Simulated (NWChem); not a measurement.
System: CH₃AlF₂O; SMILES C[O][Al]([F])[F]

The following NWChem deck was run.

```
start job
memory heap 200 mb stack 900 mb global 1100 mb
geometry units angstroms noautosym nocenter noautoz
  Al     0.073840     0.493398     0.000186
  F      1.255578     1.642507    -0.001592
  F     -1.498838     0.998205    -0.002069
  O      0.501382    -1.118472     0.004774
  C     -0.037302    -2.400087     0.002830
  H      0.296024    -2.955984    -0.890313
  H      0.305071    -2.961955     0.888743
  H     -1.142149    -2.401383     0.008489
end
basis spherical
  Al library sto-3g
  F library sto-3g
  O library sto-3g
  C library sto-3g
  H library sto-3g
end
dft
  xc hfexch
  iterations 150
end
property
  shielding 7 1 2 3 4 5 6 8
end
task dft property
```

STO-3G and 3-21G are far too small for this property and stand as cheap habits. The geometry was optimised at PBE0/def2-SVP.

GIAO values for the isolated, static molecule; σ is the absolute isotropic shielding, δ = σ(reference) − σ with the isolated reference molecule computed at the same levels (13C: tetramethylsilane, 19F: trichlorofluoromethane, 1H: tetramethylsilane, 17O: water).

Atoms are numbered as in the input.

Problem. Predict the main results of this run. (Hartree-Fock/STO-3G, GIAO.) Quantities: σ Al1 (ppm); δ F2 (ppm); δ F3 (ppm); δ O4 (ppm); δ C5 (ppm); δ H6 (rotor mean) (ppm).

Solution. 
| Property | Result |
|---|---|
| σ Al1 (ppm) | 516.7 |
| δ F2 (ppm) | -137.3 |
| δ F3 (ppm) | -130.7 |
| δ O4 (ppm) | -88.7 |
| δ C5 (ppm) | 46.1 |
| δ H6 (rotor mean) (ppm) | 1.51 |
